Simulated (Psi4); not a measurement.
Dimer: N2 (SMILES N#N) (first 2 atoms) with N2 (SMILES N#N); geometry from B3LYP-D3(BJ)/def2-TZVP, rigid monomers moved along the line of their centres of mass till N2···N3 is 3.84 Å.
(charge 0, multiplicity 1):
```xyz
4

N     -0.38464    -0.10116    -0.56541
N      0.45102     0.14817     0.08987
N     -0.43923    -0.20788     3.81285
N      0.35560     0.14867     4.46940
```

The numbers are results of SAPT0/jun-cc-pV(D+d)Z (Psi4), not measurements.

Q: Give the four SAPT terms and the total, and say what mostly holds the pair together.

A: electrostatics -0.2, exchange 0.3, induction 0.0, dispersion -0.7, total -0.7 kJ/mol; the largest attraction is dispersion.
